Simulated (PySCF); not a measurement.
Run record: excited-state job, `[Br][Ti]([Br])([Br])[Br]`.

Method: TDDFT PBE0/def2-SVPD, vertical, gas phase, core orbitals frozen in the response (PySCF 2.14.0, density-fitted response routines). Geometry: PBE0-D3(BJ)/def2-SVP. The input is one job of a driver script: a line of settings, then coordinates in Å.

Command:
```bash
OMP_NUM_THREADS=1 python probes_run.py task.json out
```

Input:
```
{"job": {"kind": "uv", "xc": "PBE0", "basis": "def2-SVPD", "ip": true}, "charge": 0, "multiplicity": 1}
Br     1.866160    -1.302068     0.329716
Ti    -0.002470    -0.003117    -0.018840
Br    -1.462211    -1.070043    -1.456028
Br    -1.070570     0.358429     1.988796
Br     0.686341     2.022508    -0.878003
```

Q: Give the output.

A: 
```
coarse grid: 36784 points
cycle   1  E = -11143.4982682428  dE = -3.730e+00  |g| = 6.026e-01  |ddm| = 3.300e+00
cycle   2  E = -11136.1183512262  dE =  7.380e+00  |g| = 6.412e+00  |ddm| = 3.783e+00
cycle   3  E = -11143.3898118285  dE = -7.271e+00  |g| = 1.014e+00  |ddm| = 2.633e+00
cycle   4  E = -11143.6073077002  dE = -2.175e-01  |g| = 1.972e-01  |ddm| = 5.472e-01
cycle   5  E = -11143.6167909804  dE = -9.483e-03  |g| = 4.175e-02  |ddm| = 1.694e-01
cycle   6  E = -11143.6172332106  dE = -4.422e-04  |g| = 1.147e-02  |ddm| = 4.271e-02
cycle   7  E = -11143.6172667645  dE = -3.355e-05  |g| = 2.964e-03  |ddm| = 8.767e-03
cycle   8  E = -11143.6172690971  dE = -2.333e-06  |g| = 6.015e-04  |ddm| = 3.197e-03
final grid: 65552 points
cycle   9  E = -11143.6171850273  dE =  1.312e-06  |g| = 2.425e-03  |ddm| = 2.955e-03
cycle  10  E = -11143.6171548888  dE =  3.014e-05  |g| = 1.088e-02  |ddm| = 1.101e-02
cycle  11  E = -11143.6171865855  dE = -3.170e-05  |g| = 3.062e-04  |ddm| = 8.984e-03
cycle  12  E = -11143.6171866109  dE = -2.532e-08  |g| = 1.476e-05  |ddm| = 3.953e-04
cycle  13  E = -11143.6171866110  dE = -1.346e-10  |g| = 8.521e-06  |ddm| = 3.916e-05
converged SCF energy = -11143.6171866110

Static polarisability (au): isotropic 127.679, principal 126.565 127.332 129.141

Singlet excitations
state   eV       nm        f      main configurations
  1   3.5001    354.2   0.00001   H->L 0.79, H-1->L 0.08
  2   3.5082    353.4   0.00001   H-1->L 0.52, H-1->L+1 0.33
  3   3.5229    351.9   0.00001   H-2->L+1 0.88
  4   3.7068    334.5   0.01825   H->L+1 0.44, H-1->L+1 0.29, H-2->L 0.08
  5   3.7088    334.3   0.01864   H->L+1 0.27, H-1->L 0.26, H-1->L+1 0.24
  6   3.7142    333.8   0.01909   H-2->L 0.64, H->L 0.10
  7   4.1035    302.1   0.00002   H-2->L+2 0.33, H->L+2 0.23, H-1->L+3 0.11
  8   4.1409    299.4   0.00037   H->L+2 0.32, H-2->L+3 0.24, H-2->L+2 0.10
  9   4.1438    299.2   0.00051   H-1->L+2 0.47, H-2->L+4 0.14, H->L+2 0.11
 10   4.1587    298.1   0.00006   H->L+3 0.47, H-2->L+2 0.13, H-1->L+4 0.10

Triplet excitations (Tamm-Dancoff, eV): 3.3207 3.3222 3.3365 3.4122
Vertical ionisation energy (delta-SCF) = 10.5110 eV
Vertical electron affinity (delta-SCF) = 2.8132 eV
```

The SCF starts on a coarse grid where the log names one; the energy can jump when the final grid takes over, and dE then counts from the start density on the new grid. H and L stand for HOMO and LUMO; the number after each pair is its weight.

Q: Give the mean polarisability as a volume in Å³, and the ratio of the largest to the smallest principal value.

A: 127.679 au × 0.148185 = 18.92 Å³; 129.141/126.565 = 1.02.

Q: How does the lowest singlet excitation compare with the HOMO–LUMO gap?

A: HOMO -8.80 eV and LUMO -3.90 eV give a gap of 4.90 eV; S1 at 3.50 eV lies 1.40 eV below it.

Main results: HOMO -8.80 eV, LUMO -3.90 eV; lowest singlet 3.50 eV; lowest triplet 3.32 eV (Tamm–Dancoff); mean polarisability 127.7 au.

 The PBE0/def2-SVPD calculation is non-relativistic and has no spin–orbit coupling, an omission that weighs most on bromine.

Time: 11 min wall, 6.0 min CPU (grids of density and orbitals included). Hardware: x86-64 server, one thread (shared host).
Labels such as C1 count atoms from 1, the log's own numbers from 0.
